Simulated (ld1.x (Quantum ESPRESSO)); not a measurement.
Transferability test, PAW potential for manganese

Mn (Z = 25), PAW, made with ld1.x (Quantum ESPRESSO) 7.5 (PBEsol, scalar-relativistic). Core [Ne], reference 3s2 3p6 3d5 4s0.5 4p0 (charge +1.5). Waves: 3s (bound): rcut 1.25, rcutus 1.40 bohr; 4s (bound): rcut 1.25, rcutus 1.40 bohr; 3p (bound): rcut 1.35, rcutus 1.75 bohr; 4p (bound, empty): rcut 1.35, rcutus 1.75 bohr; 3d (bound): rcut 1.80, rcutus 2.00 bohr; 3d channel at 0.4 Ry: rcut 1.80, rcutus 2.00 bohr. Local part: all-electron potential smoothed inside 2.00 bohr (lloc = -1). Core correction: Bessel-smoothed model core, default radius (core density twice the valence density). Augmentation charge: PSQ, inside the norm-conserving radii.

Energies are relative to the spin-unpolarised reference configuration 3s2 3p6 3d5 4s0.5 4p0; without spin polarisation the order of configurations can differ from experiment. Not all tests gave a result: 2 of 7 tests not solved or not reliable. Left out of the table: 3s2 3p6 3d3 4s0 4p0 (solver errors, printed error -1595 eV); 3s2 3p6 3d4 4s0 4p0 (solver errors, printed error -1830 eV).

```json
{"valence configuration": "3s2 3p6 3d5 4s2 4p0", "charge": "0", "ΔE all-electron (eV)": "-15.270", "error AE − PS (meV)": "+5.6"}
{"valence configuration": "3s2 3p6 3d5 4s0 4p0", "charge": "+2", "ΔE all-electron (eV)": "8.674", "error AE − PS (meV)": "+0.5"}
{"valence configuration": "3s2 3p6 3d5 4s1.5 4p0", "charge": "+0.5", "ΔE all-electron (eV)": "-11.899", "error AE − PS (meV)": "+3.5"}
```

(1) What are ΔE and the potential's error for 3s2 3p6 3d5 4s1 4p0?

(2) What are ΔE and the potential's error for 3s2 3p6 3d5 4s1 4p1?

Results:

(1) ΔE = -6.837 eV all-electron; the error (AE − PS) is +1.4 meV.

(2) ΔE = -11.386 eV all-electron; the error (AE − PS) is +1.8 meV.
